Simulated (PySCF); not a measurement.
Compound: C₇H₁₃NSi.
Structure used (GFN2-xTB), in Å, numbered top down from 1:
```xyz
22
C7H13NSi angstrom
C     -1.3527   -2.6601   -0.1226
C     -1.1707   -1.4778   -0.1115
C     -0.9938   -0.0291   -0.0944
C     -2.3081    0.6183    0.3634
C      0.1738    0.3165    0.8380
Si     1.8097    0.0085   -0.0943
C      3.1827   -0.0973    1.2231
N     -0.5197    0.3270   -1.4111
C     -1.1406    1.0425   -2.2237
H     -1.4966   -3.6994   -0.1221
H     -2.2222    1.7039    0.3411
H     -2.5211    0.3060    1.3831
H     -3.1385    0.3080   -0.2691
H      0.0985   -0.2700    1.7529
H      0.0966    1.3675    1.1192
H      2.1137    1.1390   -0.9794
H      1.7554   -1.2558   -0.8274
H      3.2470    0.8103    1.8169
H      4.1493   -0.2475    0.7537
H      3.0201   -0.9248    1.9081
H     -2.1286    1.4839   -2.0720
H     -0.6645    1.2499   -3.1727
```

Computed at PBE0/pcSseg-1 (PySCF, non-relativistic), with Q(14N) = 0.02044 b: N8, 14N (I = 1): χzz = -5.345 MHz, η = 0.407.

Where would the pure quadrupole (NQR) lines of 14N at N8 fall for the rigid, isolated species?

From ν± = (3/4)|χ|(1 ± η/3) and ν0 = |χ|η/2: ν+ 4.552 MHz, ν− 3.465 MHz, ν0 1.087 MHz (imine nitrogen).

In a crystal, neighbours and librations shift these lines. GFN2-xTB bond lengths can be off by several hundredths of an ångström, more for odd bonds, and the gradients follow them. These gradients aren't converged with respect to the basis.

The run behind these numbers computed NMR shieldings as well. The run took 2.0 min on one thread, Intel Xeon at 2.50 GHz (x86_64), no GPU, shared host, and the process peaked at 1.0 GiB of memory.

One conformer stands for the species.
